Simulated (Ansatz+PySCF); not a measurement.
The numbers below are computed, except where a source is named.
Input for Ansatz (development build ahead of 0.2.0):

```yaml
crystal:
  periodic: [false, false, false]
  atoms:
    - { symbol: H, position_ang: [0.0, 0.0, -2.74516] }
    - { symbol: Be, position_ang: [0.0, 0.0, 0.0] }
    - { symbol: H, position_ang: [0.0, 0.0, 2.74516] }
basis:
  gaussian: { orbitals: "6-31G" }
hamiltonian:
  xc: pbe0
output:
  forces: true
```

The input is written out in the form of the current development build from the run's settings.

Results

```
Converged                       : yes
Total energy                    : -15.61152 hartree
Spin squared of the determinant : 0.000
Stability test                  : minimum among restricted orbitals
```

Forces (eV/Å):
```
atom     Fx     Fy      Fz
  H1  0.000  0.000   1.966
 Be2  0.000  0.000   0.000
  H3  0.000  0.000  -1.966
```

Caution: charge can spread falsely over distant fragments; an unrestricted determinant lies well below.
